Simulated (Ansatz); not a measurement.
```yaml
crystal:
  periodic: [false, false, false]
  atoms:
    - {symbol: F, position_ang: [2.863191, -0.726424, 0.316291]}
    - {symbol: B, position_ang: [1.321388, -0.617270, 0.145275]}
    - {symbol: F, position_ang: [0.727514, -2.026886, 0.187688]}
    - {symbol: N, position_ang: [0.586832, 0.480480, -0.037431]}
    - {symbol: Si, position_ang: [-1.232851, 0.383193, -0.080262]}
    - {symbol: H, position_ang: [0.913512, 1.243744, -0.250790]}
    - {symbol: H, position_ang: [-1.342106, 1.749591, -0.150637]}
    - {symbol: H, position_ang: [-1.698390, -0.240665, -1.435624]}
    - {symbol: H, position_ang: [-1.884097, -0.122440, 1.052075]}
basis:
  gaussian: {orbitals: aug-cc-pVDZ}
magnetization: {spin_polarized: true, initial_magnetization: 0}
hamiltonian: {xc: {name: revPBE0}}
relax: {f_tol: 0.0001, max_steps: 2}
output: {forces: true}
```

```sh
$ ansatz run in.yaml --threads 2 --pin off --events-out ev --progress --plain --max-ram 4352MiB
```

Output, abridged:

```
Functional definition: revPBE0
1592 factors; integrals over basis functions are off by at most 2.7e-4 eV
mean field evaluation 1: about -15532.8866 eV, gradient 4.7e1 eV
mean field evaluation 2: about -15524.5800 eV, gradient 6.3e1 eV
mean field evaluation 4: about -15540.8601 eV, gradient 2.3e0 eV
mean field evaluation 8: about -15540.8864 eV, gradient 1.7e-2 eV
mean field -15540.88635991 eV, -571.1170397356 hartree, gradient 6.3e-5 eV, S^2 0.000000; 0 other end points of the search recorded, 0 dependent functions left out
reference -15540.88643172 eV, -571.1170423747 hartree; 24, 24 occupied and 131, 131 virtual orbitals, 1592 factors
relax step   1: F+E_penalty+E_count = -15540.88635991 eV  Δ(F+E_penalty+E_count) = +0.000e0 eV  max|allowed force component| = 1.062e1 eV/Å  Δτ_max = 0.0000 Å  (27 SCF iters, accepted)
1592 factors; integrals over basis functions are off by at most 3.6e-4 eV
mean field evaluation 16: about -15542.9316 eV, gradient 4.9e-1 eV
mean field -15542.93445842 eV, -571.1923059677 hartree, gradient 3.3e-5 eV, S^2 0.000000; 0 other end points of the search recorded, 0 dependent functions left out
reference -15542.93453364 eV, -571.1923087318 hartree; 24, 24 occupied and 131, 131 virtual orbitals, 1592 factors
relax step   2: F+E_penalty+E_count = -15542.93445842 eV  Δ(F+E_penalty+E_count) = -2.048e0 eV  max|allowed force component| = 3.493e0 eV/Å  Δτ_max = 0.1965 Å  (32 SCF iters, accepted)
Error: geometry relaxation did not converge after 2 steps: max|allowed force component| = 3.49e0 eV/Å (threshold 1.0e-4). Raise `relax.max_steps` over both its present limit and 2, loosen `relax.f_tol`, or start from a geometry closer to equilibrium. Where this run's directory can be resumed (`checkpoint.write`), a resume goes on for up to `relax.max_steps` more
```

Q: What is wrong with this run?

A: The relaxation is allowed too few steps for its threshold. The run did not converge.
